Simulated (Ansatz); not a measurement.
Program: Ansatz. Geometries: PBE0-D4/def2-TZVP. ΔE: electronic, gas phase. CBS: MP2 limit from def2 TZ/QZ plus the TZ coupled-cluster correction, frozen cores. Functionals use def2-TZVPP. B3LYP here is the variant with VWN-RPA as its local correlation; programs differ in this. HSE06 is defined as in plane-wave codes. For Se outer-core shells are correlated without core-valence functions, which leaves a few kJ/mol of doubt a bond. Scalar relativity is left out up to krypton. Each species was taken in one conformer, which may not be the lowest.

Reaction (isomerisation): `C[Se][SiH2]F` → `FC[SiH2][SeH]`

```json
{"level": "B97M-V", "ΔE (kJ/mol)": "191.3", "difference from CCSD(T)/CBS": "-6.4"}
{"level": "r2SCANh-D4", "ΔE (kJ/mol)": "190.4", "difference from CCSD(T)/CBS": "-7.3"}
{"level": "r2SCAN0-D4", "ΔE (kJ/mol)": "192.0", "difference from CCSD(T)/CBS": "-5.7"}
{"level": "HSE06-D4", "ΔE (kJ/mol)": "183.0", "difference from CCSD(T)/CBS": "-14.7"}
{"level": "BHLYP-D4", "ΔE (kJ/mol)": "193.7", "difference from CCSD(T)/CBS": "-4.0"}
{"level": "PBE", "ΔE (kJ/mol)": "177.4", "difference from CCSD(T)/CBS": "-20.3"}
{"level": "B3LYP", "ΔE (kJ/mol)": "186.8", "difference from CCSD(T)/CBS": "-10.9"}
{"level": "r2SCAN0", "ΔE (kJ/mol)": "192.0", "difference from CCSD(T)/CBS": "-5.7"}
{"level": "CCSD/def2-SVP", "ΔE (kJ/mol)": "168.5", "difference from CCSD(T)/CBS": "-29.2"}
{"level": "CCSD/def2-TZVPP", "ΔE (kJ/mol)": "194.9", "difference from CCSD(T)/CBS": "-2.8"}
{"level": "CCSD(T)/CBS", "ΔE (kJ/mol)": "197.7", "difference from CCSD(T)/CBS": "0"}
```

Largest T1 diagnostic among the species: 0.010.

From BLYP to BHLYP (50 % exact exchange), in def2-TZVPP and without D4, ΔE moves by +10.3 kJ/mol. At CCSD(T), def2-SVP lies −29.5 kJ/mol from the extrapolated value and def2-TZVPP −3.0 kJ/mol.

CCSD(T)/CBS has its own doubt, a few kJ/mol and more with outer-core shells, so smaller differences from it don't rank the levels.
